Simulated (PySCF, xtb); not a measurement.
C₃H₈NO, SMILES C[NH+](C)C=O, charge +1. One conformer was computed; it need not be the lowest.

Harmonic wavenumbers (cm⁻¹) from GFN2-xTB run with xtb at its own minimum, in rising order: 71, 175, 222, 278, 344, 403, 629, 744, 900, 931, 996, 1025, 1091, 1123, 1182, 1226, 1251, 1290, 1405, 1417, 1434, 1438, 1450, 1455, 1885, 2905, 3049, 3051, 3055, 3058, 3063, 3068, 3173.

Problem. What does ωB97X-D3(BJ)/def2-SVP in PySCF give at its own minimum? (The exact figures need the calculation; the answer reports its results.)

Solution. 77, 193, 236, 307, 361, 418, 645, 791, 899, 977, 1037, 1051, 1171, 1183, 1249, 1355, 1374, 1409, 1435, 1465, 1467, 1475, 1490, 1492, 1979, 3099, 3105, 3113, 3223, 3231, 3240, 3243, 3450. Paired by order, the mean absolute difference is 74 cm⁻¹ and the zero-point energies are 69.7 and 73.2 kcal/mol.
